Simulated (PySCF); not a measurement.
**Ag: ionisation energy**

Ag [Kr] 4d10 5s1 (2S) → Ag⁺ [Kr] 4d10 (1S), as a difference of total energies. All numbers are calculated (PySCF 2.14, the spin-free X2C one-electron Hamiltonian (Gaussian nucleus), in x2c-SVPall). Correlated levels: valence: [Kr] frozen. The calculations carry no spin-orbit coupling.

| method | ionisation energy (eV) |
| --- | --- |
| UHF | 6.342 |
| PBE | 7.869 |
| r2SCAN | 7.726 |
| MP2 (valence) | 6.951 |
| SCS-MP2 (valence) | 6.863 |

Task: How much does correlation contribute at MP2 (valence)?

Result: 6.951 − (6.342) = 0.609 eV, measured against UHF.

Errors of the correlated levels include the incompleteness of this basis and the frozen core.

For comparison: 7.576 eV (measured; NIST Atomic Spectra Database, ionization energies).
